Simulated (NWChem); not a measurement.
The numbers come from NWChem runs, not from measurements. System: H₂AlF₂N, charge 1, spin multiplicity 2, at the geometry of a parent with another charge or spin, in a state set for the comparison that need not be this species' ground state. Its SCF solution wasn't tested for a lower state. Level: UPBE0/def2-TZVPD.

The NWChem input:

```
start mol
memory heap 200 mb stack 900 mb global 1100 mb
charge 1
geometry units angstroms nocenter noautoz noautosym
  Al     0.000000     0.000000    -0.039887
  F      1.419794     0.000000    -0.889692
  F     -1.419794     0.000000    -0.889692
  N      0.000000     0.000000     1.708961
  H     -0.833010     0.000000     2.285132
  H      0.833010     0.000000     2.285132
end
basis spherical
  * library def2-tzvpd
end
dft
  xc pbe0
  odft
  mult 2
  semidirect memsize 60000000 filesize 0
  iterations 100
end
task dft energy
```

NWChem printed:

```
             Northwest Computational Chemistry Package (NWChem) 7.3.0
             --------------------------------------------------------

                                NWChem Input Module
                                -------------------

 Scaling coordinates for geometry "geometry" by  1.889725989
 (inverse scale =  0.529177249)

                             Geometry "geometry" -> ""
                             -------------------------

 Output coordinates in angstroms (scale by  1.889725989 to convert to a.u.)

  No.       Tag          Charge          X              Y              Z
 ---- ---------------- ---------- -------------- -------------- --------------
    1 Al                  13.0000     0.00000000     0.00000000    -0.03988700
    2 F                    9.0000     1.41979400     0.00000000    -0.88969200
    3 F                    9.0000    -1.41979400     0.00000000    -0.88969200
    4 N                    7.0000     0.00000000     0.00000000     1.70896100
    5 H                    1.0000    -0.83301000     0.00000000     2.28513200
    6 H                    1.0000     0.83301000     0.00000000     2.28513200

 Effective nuclear repulsion energy (a.u.)     158.5812590536

            Nuclear Dipole moment (a.u.)
            ----------------------------
        X                 Y               Z
 ---------------- ---------------- ----------------
     0.0000000000     0.0000000000     0.0000075589


 Summary of "ao basis" -> "" (spherical)
 ------------------------------------------------------------------------------
       Tag                 Description            Shells   Functions and Types
 ---------------- ------------------------------  ------  ---------------------
 *                         def2-tzvpd                 on all atoms

                                 NWChem DFT Module
                                 -----------------

 Summary of "ao basis" -> "ao basis" (spherical)
 ------------------------------------------------------------------------------
       Tag                 Description            Shells   Functions and Types
 ---------------- ------------------------------  ------  ---------------------
 Al                        def2-tzvpd               15       43   6s5p3d1f
 F                         def2-tzvpd               14       40   6s4p3d1f
 N                         def2-tzvpd               13       37   6s3p3d1f
 H                         def2-tzvpd                5        9   3s2p

 Summary of "ao basis" -> "ao basis" (spherical)
 ------------------------------------------------------------------------------
       Tag                 Description            Shells   Functions and Types
 ---------------- ------------------------------  ------  ---------------------
 Al                        def2-tzvpd               15       43   6s5p3d1f
 F                         def2-tzvpd               14       40   6s4p3d1f
 N                         def2-tzvpd               13       37   6s3p3d1f
 H                         def2-tzvpd                5        9   3s2p

            General Information
            -------------------
          SCF calculation type: DFT
          Wavefunction type:  spin polarized.
          No. of atoms     :     6
          No. of electrons :    39
           Alpha electrons :    20
            Beta electrons :    19
          Charge           :     1
          Spin multiplicity:     2
          Use of symmetry is: off; symmetry adaption is: off
          Maximum number of iterations: 100
          AO basis - number of functions:   178
                     number of shells:    66
          Convergence on energy requested:  1.00D-06
          Convergence on density requested:  1.00D-05
          Convergence on gradient requested:  5.00D-04

              XC Information
              --------------
                         PBE0 Method XC Functional
                     Hartree-Fock (Exact) Exchange  0.250
          PerdewBurkeErnzerhof Exchange Functional  0.750
            Perdew 1991 LDA Correlation Functional  1.000 local
           PerdewBurkeErnz. Correlation Functional  1.000 non-local

             Grid Information
             ----------------
          Grid used for XC integration:  medium
          Radial quadrature: Mura-Knowles
          Angular quadrature: Lebedev.
          Tag              B.-S. Rad. Rad. Pts. Rad. Cut. Ang. Pts.
          ---              ---------- --------- --------- ---------
          Al                  1.25       88          10.0       590
          F                   0.50       49          11.0       434
          N                   0.65       49          11.0       434
          H                   0.35       45          12.0       434
          Grid pruning is: on
          Number of quadrature shells:   325
          Spatial weights used:  Erf1

          Convergence Information
          -----------------------
          Convergence aids based upon iterative change in
          total energy or number of iterations.
          Levelshifting, if invoked, occurs when the
          HOMO/LUMO gap drops below (HL_TOL):  1.00D-02
          DIIS, if invoked, will attempt to extrapolate
          using up to (NFOCK): 10 stored Fock matrices.

                    Damping( 0%)  Levelshifting(0.5)       DIIS
                  --------------- ------------------- ---------------
          dE  on:    start            ASAP                start
          dE off:    2 iters        100 iters           100 iters

      Screening Tolerance Information
      -------------------------------
          Density screening/tol_rho:  1.00D-10
[...]
     8     -0.111753  1 Al py                54     -0.105524  2 F  py
    94     -0.105525  3 F  py               137     -0.104098  4 N  py

 Vector   23  Occ=0.000000D+00  E=-1.810099D-01
              MO Center= -1.9D-05,  4.8D-07,  1.7D+00, r^2= 5.9D+00
   Bfn.  Coefficient  Atom+Function         Bfn.  Coefficient  Atom+Function
  ----- ------------  ---------------      ----- ------------  ---------------
   129     -2.095576  4 N  s                  5      1.930359  1 Al s
   163      0.582572  5 H  s                172      0.582576  6 H  s
   127      0.332256  4 N  s                128     -0.294598  4 N  s
     6     -0.287466  1 Al s                 49     -0.283304  2 F  s
    89     -0.283305  3 F  s                169     -0.266029  5 H  pz

                     DFT Final Beta Molecular Orbital Analysis
                     -----------------------------------------

 Vector   17  Occ=1.000000D+00  E=-6.277341D-01
              MO Center=  1.1D-04,  3.3D-08, -8.3D-01, r^2= 2.5D+00
   Bfn.  Coefficient  Atom+Function         Bfn.  Coefficient  Atom+Function
  ----- ------------  ---------------      ----- ------------  ---------------
    52      0.312478  2 F  pz                92      0.312459  3 F  pz
    55      0.256484  2 F  pz                95      0.256469  3 F  pz
    58      0.173388  2 F  pz                98      0.173378  3 F  pz
   129     -0.150938  4 N  s                 50      0.129316  2 F  px
    90     -0.129291  3 F  px                53      0.108384  2 F  px

 Vector   18  Occ=1.000000D+00  E=-6.149409D-01
              MO Center= -1.6D-04,  6.6D-08, -8.5D-01, r^2= 2.4D+00
   Bfn.  Coefficient  Atom+Function         Bfn.  Coefficient  Atom+Function
  ----- ------------  ---------------      ----- ------------  ---------------
    51      0.347055  2 F  py                91     -0.347093  3 F  py
    54      0.287637  2 F  py                94     -0.287669  3 F  py
    57      0.182925  2 F  py                97     -0.182944  3 F  py
    22      0.072850  1 Al d -2

 Vector   19  Occ=1.000000D+00  E=-6.094581D-01
              MO Center= -1.2D-04, -1.2D-08, -8.3D-01, r^2= 2.5D+00
   Bfn.  Coefficient  Atom+Function         Bfn.  Coefficient  Atom+Function
  ----- ------------  ---------------      ----- ------------  ---------------
    52      0.257713  2 F  pz                92     -0.257739  3 F  pz
    50      0.240501  2 F  px                90      0.240515  3 F  px
    55      0.212399  2 F  pz                95     -0.212421  3 F  pz
    53      0.196569  2 F  px                93      0.196581  3 F  px
    58      0.125927  2 F  pz                98     -0.125941  3 F  pz

 Vector   20  Occ=0.000000D+00  E=-4.878706D-01
              MO Center= -6.2D-07, -1.9D-07,  1.6D+00, r^2= 1.2D+00
   Bfn.  Coefficient  Atom+Function         Bfn.  Coefficient  Atom+Function
  ----- ------------  ---------------      ----- ------------  ---------------
   131      0.391049  4 N  py               134      0.376993  4 N  py
   137      0.288207  4 N  py                17      0.117640  1 Al py
    23      0.069282  1 Al d -1              51     -0.056829  2 F  py
    91     -0.056829  3 F  py                54     -0.046526  2 F  py
    94     -0.046526  3 F  py                20      0.046014  1 Al py

 Vector   21  Occ=0.000000D+00  E=-2.492772D-01
              MO Center= -1.2D-06, -1.5D-06,  6.1D-01, r^2= 4.8D+00
   Bfn.  Coefficient  Atom+Function         Bfn.  Coefficient  Atom+Function
  ----- ------------  ---------------      ----- ------------  ---------------
   129      0.480091  4 N  s                127     -0.394557  4 N  s
     4      0.333438  1 Al s                  6      0.312761  1 Al s
     3     -0.205572  1 Al s                  5      0.177728  1 Al s
   128     -0.158956  4 N  s                 21      0.143057  1 Al pz
   126     -0.143490  4 N  s                 31     -0.130512  1 Al d  2

 Vector   22  Occ=0.000000D+00  E=-1.884579D-01
              MO Center=  1.8D-06,  3.4D-09,  1.7D-01, r^2= 3.7D+00
   Bfn.  Coefficient  Atom+Function         Bfn.  Coefficient  Atom+Function
  ----- ------------  ---------------      ----- ------------  ---------------
    20      0.760876  1 Al py                17      0.503600  1 Al py
   134     -0.174185  4 N  py               137     -0.174627  4 N  py
   131     -0.166708  4 N  py                51     -0.128945  2 F  py
    91     -0.128944  3 F  py                 8     -0.110451  1 Al py
    54     -0.109283  2 F  py                94     -0.109282  3 F  py

   alpha - beta orbital overlaps
   -----------------------------

   alpha      1      2      3      4      5      6      7      8      9     10
    beta      1      2      3      4      5      6      7      8      9     10
 overlap   1.000  1.000  1.000  1.000  1.000  1.000  1.000  1.000  1.000  1.000

   alpha     11     12     13     14     15     16     17     18     19     20
    beta     11     12     13     20     14     15     16     17     18     19
 overlap   0.998  1.000  0.999  0.967  0.999  1.000  0.981  1.000  1.000  1.000

   alpha     21     22     23     24     25     26     27     28     29     30
    beta     21     22     23     24     25     28     26     27     29     30
 overlap   0.998  0.986  0.998  0.996  0.996  0.990  0.926  0.999  0.903  0.970

   alpha     31     32     33     34     35     36     37     38     39     40
    beta     31     32     33     34     36     35     37     38     39     40
 overlap   1.000  0.998  0.998  0.989  0.998  0.999  0.995  0.995  0.989  0.999

   alpha     41     42     43     44     45     46     47     48     49     50
    beta     41     43     42     44     48     45     46     47     49     50
 overlap   0.999  0.975  0.999  0.995  0.969  0.997  0.999  1.000  0.994  0.995

   alpha     51     52     53     54     55     56     57     58     59     60
    beta     51     52     53     54     56     55     57     58     59     61
 overlap   0.999  0.998  1.000  0.998  0.999  0.998  0.993  0.993  0.999  0.978

   alpha     61     62     63     64     65     66     67     68     69     70
    beta     60     62     63     64     66     65     67     68     69     70
 overlap   0.998  0.999  1.000  0.989  0.998  1.000  1.000  0.998  0.998  0.999

   alpha     71     72     73     74     75     76     77     78     79     80
    beta     71     72     73     74     75     76     77     78     79     80
 overlap   0.997  0.996  0.991  0.990  0.998  0.997  1.000  0.997  1.000  0.997

   alpha     81     82     83     84     85     86     87     88     89     90
    beta     81     82     83     84     85     86     87     88     90     89
 overlap   0.999  0.999  0.998  1.000  0.997  0.999  0.999  0.995  0.988  1.000

   alpha     91     92     93     94     95     96     97     98     99    100
    beta     91     93     92     94     95     96     97     98     99    100
 overlap   0.984  0.979  1.000  1.000  0.988  0.998  0.998  0.988  1.000  1.000

   alpha    101    102    103    104    105    106    107    108    109    110
    beta    101    102    103    104    105    106    107    110    108    109
 overlap   0.971  0.977  0.998  1.000  1.000  0.997  0.998  0.994  0.999  1.000

   alpha    111    112    113    114    115    116    117    118    119    120
    beta    111    112    113    114    115    116    117    118    119    120
 overlap   1.000  1.000  1.000  0.999  0.998  1.000  1.000  1.000  1.000  1.000

   alpha    121    122    123    124    125    126    127    128    129    130
    beta    121    122    123    124    125    126    127    128    129    130
 overlap   0.993  0.993  1.000  0.999  1.000  0.999  0.999  1.000  1.000  1.000

   alpha    131    132    133    134    135    136    137    138    139    140
    beta    131    133    132    134    135    136    137    138    139    140
 overlap   1.000  0.999  0.996  1.000  0.995  0.999  1.000  0.999  0.999  0.998

   alpha    141    142    143    144    145    146    147    148    149    150
    beta    141    142    143    144    145    146    147    148    149    150
 overlap   1.000  1.000  0.983  0.985  1.000  1.000  1.000  1.000  1.000  1.000

   alpha    151    152    153    154    155    156    157    158    159    160
    beta    151    152    153    154    155    156    157    158    159    160
 overlap   1.000  1.000  1.000  1.000  1.000  1.000  1.000  1.000  1.000  1.000

   alpha    161    162    163    164    165    166    167    168    169    170
    beta    161    162    163    164    165    166    167    168    169    170
 overlap   1.000  1.000  1.000  1.000  1.000  1.000  1.000  1.000  1.000  1.000

   alpha    171    172    173    174    175    176    177    178
    beta    171    172    173    174    175    176    177    178
 overlap   1.000  1.000  1.000  1.000  1.000  1.000  1.000  1.000

     --------------------------
     Expectation value of S2:
     --------------------------
      <S2> =      0.7537 (Exact =     0.7500)

 center of mass
 --------------
 x =   0.00000000 y =   0.00000000 z =  -0.14803239

 moments of inertia (a.u.)
 ------------------
         289.414563052315           0.000000000000           0.000000000000
           0.000000000000         567.933261963326           0.000000000000
           0.000000000000           0.000000000000         278.518698911012

     Multipole analysis of the density
     ---------------------------------

     L   x y z        total         alpha         beta         nuclear
     -   - - -        -----         -----         ----         -------
     0   0 0 0      1.000000    -20.000000    -19.000000     40.000000

     1   1 0 0      0.000003     -0.000003      0.000006      0.000000
     1   0 1 0     -0.000000     -0.000000     -0.000000      0.000000
     1   0 0 1      3.526898      0.218940      3.307951      0.000008

     2   2 0 0    -20.340633    -77.673663    -77.197824    134.530854
     2   1 1 0     -0.000155     -0.000013     -0.000142      0.000000
     2   1 0 1      0.000027      0.000030     -0.000003      0.000000
     2   0 2 0    -15.811803     -8.680640     -7.131163      0.000000
     2   0 1 1      0.000000      0.000000     -0.000000      0.000000
     2   0 0 2     -7.283451    -89.450902    -79.087909    161.255360

 Task  times  cpu:      191.1s     wall:      191.1s

 Total times  cpu:      191.2s     wall:      191.2s
```
